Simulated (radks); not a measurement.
Values are calculated unless marked as measured or tabulated.
How relativity changes the ionisation of the nickel ion Ni3+ ([Ar] 3d7) to Ni4+ ([Ar] 3d6). Spin-unpolarised spherical Kohn-Sham, BLYP, point nucleus unless stated (finite: rms radius 3.7757 fm), a radial shooting solver on a logarithmic mesh with Libxc functionals. A level marked "c x" has the speed of light scaled by that factor and shares open shells by 2j + 1; other Dirac levels either fill j = l - 1/2 first or share by 2j + 1.

| level | E(Ni3+) (hartree) | E(Ni4+) (hartree) | IE (eV) | HOMO | <r> HOMO (bohr) |
|---|---|---|---|---|---|
| non-rel. | -1505.96990 | -1503.84310 | 57.873 | 3d | 0.8943 |
| scalar-rel. | -1518.52164 | -1516.40755 | 57.527 | 3d | 0.8982 |
| scalar-rel., finite nucleus | -1518.51572 | -1516.40163 | 57.527 | 3d | 0.8982 |
| Dirac, 2j+1 shares | -1518.56351 | -1516.44947 | 57.526 | 3d5/2 | 0.8999 |
| Dirac, low j first | -1518.57548 | -1516.46703 | 57.374 | 3d5/2 | 0.9003 |
| Dirac, 2j+1 shares, finite nucleus | -1518.55758 | -1516.44354 | 57.526 | 3d5/2 | 0.8999 |
| Dirac, c x 0.75 | -1528.72940 | -1526.62519 | 57.259 | 3d5/2 | 0.9044 |
| Dirac, c x 0.85 | -1523.54155 | -1521.43237 | 57.394 | 3d5/2 | 0.9021 |
| Dirac, c x 3 | -1507.34386 | -1505.21849 | 57.834 | 3d5/2 | 0.8950 |

NIST Atomic Spectra Database: 54.9 eV (semi-empirical). The relativistic part of the total energy of Ni3+ is -12.59 hartree (Dirac, 2j+1 shares, finite nucleus), 0.84 % of the non-relativistic value. Spin polarisation and multiplet splitting of open shells are left out at every level.

Beside tabulated values, note that spin-unpolarised runs miss the spin-polarisation part of the exchange energy of open shells.
